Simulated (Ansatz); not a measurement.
`FB[O][GeH3]` + `[SiH3]N[SiH3]` → `FBN([SiH3])[SiH3]` + `[OH][GeH3]` at 700 K and 1 bar (ligand exchange at a B–O bond).

Gas-phase electronic energies from Ansatz, PBE0-D4/def2-TZVP geometries. CBS: MP2 limit from def2 TZ/QZ plus the TZ coupled-cluster correction, frozen cores. This one scheme is used for every species. For Ge outer-core shells are correlated without core-valence functions, which leaves a few kJ/mol of doubt a bond. Scalar relativity is left out up to krypton. One conformer a species, not always the lowest.

```
            species  CCSD(T)/CBS energy (Eh)  H − E (kJ/mol)  S (J/(mol·K))
      `FB[O][GeH3]`              -2278.39547           178.6          423.4
    `[SiH3]N[SiH3]`               -637.10515           245.6          444.2
`FBN([SiH3])[SiH3]`               -761.79139           283.0          501.8
       `[OH][GeH3]`              -2153.69723           141.7          338.7
```

H − E and S are ideal-gas, rigid-rotor, harmonic terms from PBE0-D4/def2-TZVP, for one conformer and one mirror image of each species. 1 Eh = 2625.50 kJ/mol, R = 8.31446 J/(mol·K).

**Question.** By hand: ΔE, ΔH, ΔS and ΔG.

**Answer.** ΔE = (-761.79139) + (-2153.69723) − (-2278.39547) − (-637.10515) = 0.01200 Eh = 31.5 kJ/mol. Δ(H − E) = 283.0 + 141.7 − 178.6 − 245.6 = 0.5, so ΔH = 32.0 kJ/mol. ΔS = 501.8 + 338.7 − 423.4 − 444.2 = -27.1 J/(mol·K). ΔG = 32.0 − 700 × (-27.1)/1000 = 51.0 kJ/mol.

**Question.** By hand: the equilibrium constant, and the temperature at which ΔG would vanish if ΔH and ΔS stayed fixed.

**Answer.** log₁₀ K = −ΔG/(RT ln 10) = -3.8. ΔH and −TΔS have one sign here, so there is no such temperature.

TΔS isn't small against ΔH here. A doubt of 5 kJ/mol in ΔE shifts log₁₀ K by 0.4 here. Other conformers and mirror images would add mixing entropy, several J/(mol·K) or more a flexible species. Modes under 60 cm⁻¹, often nearly free rotors, make the harmonic entropy too high. These are equilibria of isolated gas molecules and say nothing of rates. Largest T1 diagnostic: 0.013 (customary marks: 0.02 for closed shells, 0.045 for open ones).
